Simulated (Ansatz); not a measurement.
# A ladder of methods for InF (SMILES [F][In])

InF has 2 atoms, charge 0, and is taken as a singlet. As SMILES, `[F][In]`. The shape comes from GFN2-xTB, which is rough for such elements, and wasn't checked as a minimum.

| atom | x (Å) | y (Å) | z (Å) |
| --- | --- | --- | --- |
| F | 0.0000 | 0.0000 | 0.0000 |
| In | 0.0000 | 0.0000 | 2.0255 |

Each level gives the energy change with the F1–In2 bond stretched from 2.025 to 3.987 Å (eV). The values are calculated.

```json
{"level": "HF/STO-3G (restricted)", "kind": "Hartree–Fock", "program": "Ansatz", "value (eV)": "8.30", "CPU time (all runs)": "0.74 s"}
{"level": "PBE/STO-3G (restricted)", "kind": "GGA", "program": "Ansatz", "value (eV)": "6.37", "CPU time (all runs)": "3.7 s"}
{"level": "BHLYP/STO-3G (restricted)", "kind": "global hybrid", "program": "Ansatz", "value (eV)": "7.50", "CPU time (all runs)": "2.5 s"}
{"level": "HSE06/STO-3G (restricted)", "kind": "range-separated hybrid", "program": "Ansatz", "value (eV)": "6.98", "CPU time (all runs)": "5.1 s"}
{"level": "RPA@PBE/STO-3G (restricted)", "kind": "RPA", "program": "Ansatz", "value (eV)": "3.36", "CPU time (all runs)": "5.6 s"}
{"level": "BCCD(T)/STO-3G (restricted)", "kind": "coupled cluster or CI", "program": "Ansatz", "value (eV)": "?", "CPU time (all runs)": "1.2 s"}
{"level": "CCSD(T)/STO-3G (restricted)", "kind": "coupled cluster or CI", "program": "Ansatz", "value (eV)": "?", "CPU time (all runs)": "1.1 s"}
{"level": "CCSDT(Q)/STO-3G (restricted)", "kind": "coupled cluster or CI", "program": "Ansatz", "value (eV)": "4.29", "CPU time (all runs)": "2 s"}
{"level": "FCI/STO-3G", "kind": "exact in the basis", "program": "Ansatz", "value (eV)": "4.22", "CPU time (all runs)": "2.2 s"}
```

(1) Estimate what the levels marked ? give.

Answers

(1) As computed at these levels: BCCD(T)/STO-3G (restricted): 4.19 eV; CCSD(T)/STO-3G (restricted): 4.18 eV. Spin-restricted single references rise too steeply as a bond breaks, Hartree–Fock most of all. All-electron rows without a relativistic Hamiltonian named are non-relativistic. The first shape isn't each level's own minimum. The values span 3.36 to 8.30 eV. All rows use very small basis sets, so even the best lies far from the true value. In the correlated wave-function rows the outer d shell of In is correlated, in sets not made for it. CPU times are rough (shared hosts, several kinds of processor): they show what a rung costs within a factor of a few.
